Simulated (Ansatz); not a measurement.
C3H7AlSi (`[AlH2][C]1=C[SiH2]C1`). The species carries charge 0 and has multiplicity 1. The geometry is a stationary point of PBE0-D4/def2-TZVP.

```xyz
12

Al   -1.488    0.718   -1.732
C    -0.306    0.091   -0.306
C    -0.583   -0.984    0.475
Si    0.996   -0.773    1.427
C     1.047    0.641    0.171
H    -2.836   -0.085   -1.975
H    -1.114    1.984   -2.615
H    -1.465   -1.612    0.409
H     0.896   -0.412    2.871
H     2.030   -1.841    1.310
H     1.828    0.610   -0.592
H     0.997    1.662    0.557
```

What is the dipole moment at B3LYP/def2-TZVPP? (Estimate.)

Ansatz gave: 0.28 D, with components (0.25, 0.09, 0.10) D in this frame, pointing from negative to positive charge.

And with PBE, r2SCAN, ωB97M-V? (An estimate is asked.)

The calculation gave: PBE 0.32 D, r2SCAN 0.31 D, ωB97M-V 0.23 D.

Give the Mulliken charges with B3LYP, ωB97M-V, r2SCAN in def2-TZVPP. (Best estimate.)

Ansatz gave: 
```
atom  B3LYP  ωB97M-V  r2SCAN
 Al1   0.42     0.39    0.49
  C2  -0.16    -0.17   -0.17
  C3  -0.21    -0.23   -0.21
 Si4   0.35     0.29    0.39
  C5  -0.24    -0.33   -0.20
  H6  -0.14    -0.11   -0.15
  H7  -0.14    -0.10   -0.16
  H8   0.11     0.11    0.07
  H9  -0.09    -0.04   -0.09
 H10  -0.09    -0.04   -0.09
 H11   0.09     0.12    0.06
 H12   0.09     0.12    0.06
```

B3LYP here is the variant with VWN-RPA as its local correlation; programs differ in this.
